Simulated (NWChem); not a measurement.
Molecule: SeBrCl; SMILES Cl[Se]Br

All runs: NWChem. Medium grid unless said otherwise, to which SCAN and Minnesota functionals are sensitive. The geometry was optimised at PBE0/def2-SVP. Hybrids' shares of exact exchange are those that their runs print; pure functionals count as 0. The functionals differ in more than this share.

| row | share of exact exchange | highest occupied level (eV) |
|---|---|---|
| PBE/def2-SVP | 0.00 | -5.56 |
| TPSS/def2-SVP | 0.00 | -5.76 |
| TPSSh/def2-SVP | 0.10 | withheld |
| B3LYP/def2-SVP | 0.20 | -6.55 |
| r2SCAN0/def2-SVP | 0.25 | -7.11 |
| PBE0/def2-SVP | 0.25 | -6.89 |

Task: Fit a straight line of the last column on the one before it, predict the withheld value, and compare with the run.

Result: 
1. Means of the 5 shown rows: x = 0.140, y = -6.374. Slope Σ(x − x̄)(y − ȳ)/Σ(x − x̄)² = -0.3482/0.06700 = -5.197; intercept -5.646.
2. The shown rows scatter about the line by 0.117 (root mean square); the largest residual is -0.16, at r2SCAN0/def2-SVP.
3. At x = 0.10 (TPSSh/def2-SVP; inside the shown range) the line gives -6.17.
4. The run gives -6.27, -0.10 from the line, 0.9 times the scatter.
